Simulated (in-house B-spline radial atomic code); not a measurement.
Solving the quasi-particle equation for 4s of the germanium ion Ge²⁺

Configuration [Ar] 3d10 4s2, start PBE; correlation leaves out the 3 deepest shells, empty levels kept to 750 hartree. Computed with a B-spline radial code for spherical atoms: all electrons, scalar-relativistic (spin-free one-electron X2C), finite nucleus, each spin shell either full or empty, empty states to l = 9 with an (l + 1/2)⁻⁴ tail; G0W0 by contour deformation at full frequency.

At the mean-field level ε = -29.239 eV the matrix elements are Σx = -16.943 eV, v_xc = -13.579 eV and Σc(ε) = -2.242 eV, and the slope of the correlation self-energy is dΣc/dω = -0.0708. The quasi-particle energy solves E = ε + Σx − v_xc + Σc(E).

What does the linearised equation give?

Z = 1/(1 − dΣc/dω) = 1/1.0708 = 0.9339. The first-order shift is Σx − v_xc + Σc(ε) = -16.943 − (-13.579) + (-2.242) = -5.606 eV, so E ≈ ε + Z × shift = -29.239 + 0.9339 × (-5.606) = -34.474 eV.

How does that compare with the full solution and with static screening?

Solving the equation at full frequency dependence gives E = -34.497 eV, where Σc = -1.893 eV and the weight is 0.939; the linearised value is off by 22 meV. Leaving Z out would give -34.845 eV. Static COHSEX puts -4.077 eV in place of Σc and gives -36.680 eV, 2.18 eV deeper. The tabulated removal energy is 34.058 ± 0.0012 eV (NIST, measured); the run leaves out spin-orbit coupling, Breit and QED terms.
